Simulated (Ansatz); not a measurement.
Total energies of Ge2H8Si (`[GeH3][SiH2][GeH3]`).

Cartesian coordinates in Å:
```
Ge -0.014 1.596 1.184
Si 0.084 -0.727 0.680
Ge -0.046 -1.076 -1.669
H 0.070 1.844 2.699
H -1.332 2.194 0.664
H 1.152 2.333 0.503
H -1.044 -1.430 1.351
H 1.360 -1.295 1.197
H 1.120 -0.364 -2.375
H -1.364 -0.501 -2.217
H 0.014 -2.573 -2.017
```

Total charge 0; spin multiplicity 1. Correlated methods include outer-core shells of Ge, which these sets cover unevenly. Scalar relativity is left out up to krypton. All single points use the PBE0-D4/def2-TZVP geometry. Basis def2-TZVPP, Ansatz 0.2.0.

RPA on PBE orbitals: Hartree–Fock energy of these orbitals -4444.25290 Eh, correlation -1.14695 Eh (frozen core).

| functional | energy without D4 (Eh) | D4 term (kJ/mol) |
| --- | --- | --- |
| LDA (SPW92) | -4440.75228 | – |
| PBE | -4447.50928 | -23.0 |
| revPBE | -4447.92776 | -57.8 |
| BLYP | -4448.39395 | -48.5 |
| r2SCAN | -4448.26260 | -5.5 |
| B97M-V | -4447.46746 | – |
| PBE0 | -4447.65788 | -19.8 |
| B3LYP | -4448.43459 | -37.3 |
| r2SCANh | -4448.24594 | -6.0 |
| r2SCAN0 | -4448.22268 | -6.7 |
| HSE06 (plane-wave form) | -4447.65092 | -18.8 |
| BHLYP | -4448.26459 | -33.0 |
| CAM-B3LYP | -4448.55075 | -20.6 |
| LC-ωPBE | -4447.68229 | – |
| ωB97X-V | -4447.88620 | – |
| ωB97M-V | -4448.02353 | – |
| B2PLYP | -4447.43827 | – |
| PBE-QIDH | -4446.91827 | – |

B3LYP takes the VWN-RPA correlation (the form of Gaussian; ORCA's B3LYP/G). HSE06 is the plane-wave form, built on full-range PBE exchange. The double hybrids freeze the cores in their second-order part.

LC-ωPBE has ω = 0.4 bohr⁻¹.
